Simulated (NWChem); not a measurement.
Species: C₂H₅O₂, doublet; SMILES O[CH]CO

```xyz
9

O      0.5006    -1.3741    -0.2259
C     -0.5977    -0.6878     0.2404
C     -0.5946     0.7465    -0.1616
O      0.6066     1.4146     0.1905
H      0.4671    -2.2896     0.1032
H     -1.5409    -1.2485     0.3781
H     -0.7856     0.8362    -1.2711
H     -1.4396     1.2659     0.3384
H      1.3242     0.8006    -0.0566
```
Atoms are numbered in this order, from 1.

Level: PBE-D3(BJ)/def2-SVP, spin-unrestricted (NWChem), optimised geometry, unscaled harmonic frequencies. 

**Question.** List the harmonic frequencies with IR intensities, and the thermochemistry.

**Answer.** 
```json
[
 {"frequency (cm⁻¹)": "109", "IR intensity (km/mol)": "3.3"},
 {"frequency (cm⁻¹)": "267", "IR intensity (km/mol)": "72.4"},
 {"frequency (cm⁻¹)": "344", "IR intensity (km/mol)": "47.1"},
 {"frequency (cm⁻¹)": "364", "IR intensity (km/mol)": "108.6"},
 {"frequency (cm⁻¹)": "456", "IR intensity (km/mol)": "26.6"},
 {"frequency (cm⁻¹)": "655", "IR intensity (km/mol)": "26.5"},
 {"frequency (cm⁻¹)": "890", "IR intensity (km/mol)": "26.0"},
 {"frequency (cm⁻¹)": "959", "IR intensity (km/mol)": "23.5"},
 {"frequency (cm⁻¹)": "1047", "IR intensity (km/mol)": "103.9"},
 {"frequency (cm⁻¹)": "1127", "IR intensity (km/mol)": "52.4"},
 {"frequency (cm⁻¹)": "1175", "IR intensity (km/mol)": "36.4"},
 {"frequency (cm⁻¹)": "1244", "IR intensity (km/mol)": "77.6"},
 {"frequency (cm⁻¹)": "1298", "IR intensity (km/mol)": "8.3"},
 {"frequency (cm⁻¹)": "1366", "IR intensity (km/mol)": "55.2"},
 {"frequency (cm⁻¹)": "1408", "IR intensity (km/mol)": "9.5"},
 {"frequency (cm⁻¹)": "1413", "IR intensity (km/mol)": "9.2"},
 {"frequency (cm⁻¹)": "2774", "IR intensity (km/mol)": "106.8"},
 {"frequency (cm⁻¹)": "3011", "IR intensity (km/mol)": "19.6"},
 {"frequency (cm⁻¹)": "3070", "IR intensity (km/mol)": "34.4"},
 {"frequency (cm⁻¹)": "3687", "IR intensity (km/mol)": "27.4"},
 {"frequency (cm⁻¹)": "3734", "IR intensity (km/mol)": "73.9"}
]
```

```
Item                                                                                                  Value
-----------------------------------------------------------------------------------------  ----------------
zero-point energy                                                                             43.4 kcal/mol
thermal correction to the enthalpy at 298.15 K (with zero-point energy)                       47.4 kcal/mol
heat capacity Cv                                                                           17.4 cal/(mol K)
entropy at 298.15 K and 1 atm (symmetry number 1, electronic part: spin degeneracy alone)  72.6 cal/(mol K)
dipole moment                                                                                        2.88 D
```

Rigid rotor and harmonic oscillator.
